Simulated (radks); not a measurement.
Q: The arsenic ion As14+, configuration [Ar] 3d1. All-electron calculation, scalar-relativistic Kohn-Sham, exchange-only LDA, spin-unpolarised, spherical densities, point nucleus. Program: a radial shooting solver on a logarithmic mesh with Libxc functionals. Some entries of the table are withheld. Estimate them.

| orbital | occ. | eigenvalue (eV) | r(max) (bohr) | <1/r> (bohr^-1) |
|---|---|---|---|---|
| 1s | 2 | -12154.55 | 0.02978 | 33.41 |
| 2s | 2 | -1945.751 | 0.1702 | 7.383 |
| 2p | 6 | (1) | 0.1363 | (2) |
| 3s | 2 | -581.1498 | 0.4937 | 2.682 |
| 3p | 6 | -523.8924 | 0.4833 | 2.582 |
| 3d | 1 | (3) | 0.4070 | 2.417 |
| 4s | 0 | -263.7472 | 1.084 | 1.283 |
| 4p | 0 | -242.7245 | (4) | (5) |

A: 
(1) 2p eigenvalue (eV): -1765.155
(2) 2p <1/r> (bohr^-1): 7.233
(3) 3d eigenvalue (eV): -435.8391
(4) 4p r(max) (bohr): 1.112
(5) 4p <1/r> (bohr^-1): 1.232
